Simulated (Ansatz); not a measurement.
Basis-set series for CH$_{4}$BBrSi (`Br[SiH]1BC1`). Total charge 0; spin multiplicity 1. The geometry is a stationary point of PBE0-D4/def2-TZVP.

```csv
functional,basis,functions,energy (Eh),HOMO (eV),LUMO (eV)
PBE0-D4,def2-TZVPP,208,-2928.52321,-7.15,-1.54
PBE0-D4,def2-QZVPP,393,-2928.58929,-7.16,-1.56
ωB97M-V,def2-TZVPP,208,-2928.82051,-9.21,0.41
ωB97M-V,def2-QZVPP,393,-2928.88376,-9.21,0.35
```

Give the rows for def2-SVP. (An estimate is asked.)

Computed: 
```
functional     basis  functions  energy (Eh)  HOMO (eV)  LUMO (eV)
   PBE0-D4  def2-SVP         98  -2928.03726      -7.13      -1.49
   ωB97M-V  def2-SVP         98  -2928.33146      -9.15       0.56
```

Positive LUMOs are unbound and depend on the basis. Scalar relativity is left out up to krypton.
